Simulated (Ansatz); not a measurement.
Gas-phase electronic energies from Ansatz, PBE0-D4/def2-TZVP geometries. CCSD(T)/CBS adds triple-zeta CCSD(T) − MP2 to the extrapolated MP2 energy (def2 sets, frozen cores). DFT in def2-TZVPP. For Ge outer-core shells are correlated without core-valence functions, which leaves a few kJ/mol of doubt a bond. Scalar relativity is left out up to krypton. One conformer a species, not always the lowest.

Reaction (ligand exchange at a Ge–N bond): `OB(F)[NH][GeH3]` + `C=CN[SiH2]Cl` → `C=C[N]([GeH3])[SiH2]Cl` + `NB(O)F`

```json
{"level": "PBE-D4", "ΔE (kJ/mol)": "4.3", "difference from CCSD(T)/CBS": "2.9"}
{"level": "r2SCAN-D4", "ΔE (kJ/mol)": "6.3", "difference from CCSD(T)/CBS": "4.9"}
{"level": "PBE0-D4", "ΔE (kJ/mol)": "5.2", "difference from CCSD(T)/CBS": "3.8"}
{"level": "ωB97X-V", "ΔE (kJ/mol)": "8.1", "difference from CCSD(T)/CBS": "6.7"}
{"level": "ωB97M-V", "ΔE (kJ/mol)": "6.4", "difference from CCSD(T)/CBS": "5.0"}
{"level": "B2PLYP", "ΔE (kJ/mol)": "9.5", "difference from CCSD(T)/CBS": "8.1"}
{"level": "r2SCAN", "ΔE (kJ/mol)": "8.0", "difference from CCSD(T)/CBS": "6.6"}
{"level": "PBE0", "ΔE (kJ/mol)": "10.9", "difference from CCSD(T)/CBS": "9.5"}
{"level": "MP2/def2-TZVPP", "ΔE (kJ/mol)": "-0.4", "difference from CCSD(T)/CBS": "-1.8"}
{"level": "SCS-MP2/def2-TZVPP", "ΔE (kJ/mol)": "4.2", "difference from CCSD(T)/CBS": "2.8"}
{"level": "CCSD/def2-TZVPP", "ΔE (kJ/mol)": "6.5", "difference from CCSD(T)/CBS": "5.1"}
{"level": "HF/def2-QZVPP", "ΔE (kJ/mol)": "21.4", "difference from CCSD(T)/CBS": "20.0"}
{"level": "SCS-MP2/def2-QZVPP", "ΔE (kJ/mol)": "3.4", "difference from CCSD(T)/CBS": "2.0"}
{"level": "HF/CBS(def2)", "ΔE (kJ/mol)": "21.3", "difference from CCSD(T)/CBS": "19.9"}
{"level": "MP2/CBS(def2)", "ΔE (kJ/mol)": "-2.3", "difference from CCSD(T)/CBS": "-3.7"}
{"level": "CCSD/CBS(def2)", "ΔE (kJ/mol)": "4.6", "difference from CCSD(T)/CBS": "3.2"}
{"level": "CCSD(T)/CBS", "ΔE (kJ/mol)": "1.4", "difference from CCSD(T)/CBS": "0"}
```

Largest T1 diagnostic among the species: 0.012.

The D4 term adds −10.3 kJ/mol with B3LYP and −5.7 kJ/mol with PBE0; it sums over pairs of atoms, weighted by their polarisabilities, and B3LYP, whose exchange is more repulsive, gets the larger term. In def2-TZVPP, CCSD(T) changes the Hartree–Fock value by −18.3 kJ/mol (the triples alone add −3.2 kJ/mol) and MP2 by −22.0 kJ/mol.

B3LYP here is the variant with VWN-RPA as its local correlation; programs differ in this.
